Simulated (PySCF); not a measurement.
Ruthenium: a sound run and one with changed settings

Sound run: Ru+ [Kr] 4d7, Ru(2+) [Kr] 4d6. Computed with PySCF 2.14 in cc-pVDZ-PP with ECP28MDF (4s4p3d1f, 38 functions), with scalar relativity through the core potential. In the sound run the correlated levels freeze 4s2 4p6 outside the core potential. The sound run starts from symmetry-adapted Hartree-Fock orbitals and uses a fine grid where one is needed.

Changed run: all electrons correlated in a basis built for the valence shell.

| species | method | sound run (hartree) | changed run (hartree) | converged |
| --- | --- | --- | --- | --- |
| Ru+ | MP2 | -93.69354 | -93.87360 | yes |
| Ru(2+) | MP2 | -93.10655 | -93.28518 | yes |

Ionisation energy of Ru+:

| method | sound run (eV) | changed run (eV) |
| --- | --- | --- |
| UHF | 14.909 | 14.909 |
| MP2 | 15.973 | 16.012 |
| SCS-MP2 | 16.065 | 15.987 |

A valence basis has no tight correlating functions, so it recovers only part of the core correlation, and not evenly between atom and ion.

For comparison, NIST gives 16.76 ± 0.06 eV between the lowest levels.
